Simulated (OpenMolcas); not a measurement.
**O: effect of the level shift or regulariser**

```json
{
  "Program": "OpenMolcas 26.06",
  "Basis": "ANO-R2 [4s4p2d1f]",
  "Scalar Hamiltonian": "X2C, finite nucleus",
  "Active space": "6 electrons in 8 orbitals (2s 2p 3s 3p)",
  "State averaging": "2S+1 = 3 even, 3 roots; 2S+1 = 1 even, 6 roots; 2S+1 = 3 odd, 1 root; 2S+1 = 1 odd, 5 roots (0 in the spin-orbit step)",
  "Spin-orbit coupling": "state interaction with AMFI integrals over the reference wave functions, term energies averaged over their components"
}
```

Methods on the same reference wave functions:
A. CASSCF
B. SS-CASPT2, IPEA 0.25 Eh, imaginary shift 0.1 Eh (closed shells correlated: 1s)
C. SS-CASPT2, IPEA 0.25 Eh, real shift 0.2 Eh (closed shells correlated: 1s)

Energies in cm⁻¹ above 2s² 2p⁴ ³P₂, the measured ground level; measured values from NIST Handbook of Basic Atomic Spectroscopic Data.

```json
{"Level": "2s² 2p⁴ ³P₂", "A": "0.0", "B": "0.0", "C": "0.0", "Measured": "0.0"}
{"Level": "2s² 2p⁴ ³P₁", "A": "140", "B": "140", "C": "140", "Measured": "158"}
{"Level": "2s² 2p⁴ ³P₀", "A": "208", "B": "208", "C": "208", "Measured": "227"}
{"Level": "2s² 2p⁴ ¹D₂", "A": "17535", "B": "16291", "C": "16293", "Measured": "15868"}
{"Level": "2s² 2p⁴ ¹S₀", "A": "30284", "B": "33729", "C": "33715", "Measured": "33793"}
```

Deviations, from unrounded energies. A percentage is the sum of absolute deviations over the sum of measured energies, with the sign that they share, or ± where signs differ.

```csv
Against measurement,Levels,A,B,C
mean absolute deviation (cm-1),4,1300,130,140
fine structure of the ground term (%),2,-9.7,-9.7,-9.7
other terms of the ground configuration (%),2,±10.4,±1.0,±1.0
```

B, C lie about equally close to measurement and A furthest from it. The largest miss of B in the table is 2s² 2p⁴ ¹D₂, by +420 cm-1. The ranking rests on the paired levels alone, and a cruder setting can come out closer through cancelling errors.

Between B and C the level of the table that moves most is 2s² 2p⁴ ¹S₀, by 14 cm-1 (lowest in C, highest in B).

The two smallest mean deviations differ by little beside CASPT2's spread within terms, so their order carries little weight.

From A to B the spin-free energies of the other terms of 2s² 2p⁴ shown, above ³P, scale by factors of 0.93 to 1.11.

The lowest spin-free term lies below A's lowest term by 0.109 hartree in B, 0.109 hartree in C.

The run also gave levels led by 2s² 2p³ 3s, which use shells meant for correlation; these and all levels above them are left out. Without dynamic correlation excited terms often stand tens of per cent too high (terms of higher spin than the ground term too low), and those without a measured partner can miss by more than the paired ones (holds for A). Computed and measured levels are paired by configuration, term and J; levels that our copy of the source lacks, or whose pairing is in doubt (as where it misses far off the trend of its configuration), stay unpaired and out of the deviations. Only configurations of the active space appear. Levels that lie high or do not pair safely by name in every column are left out.
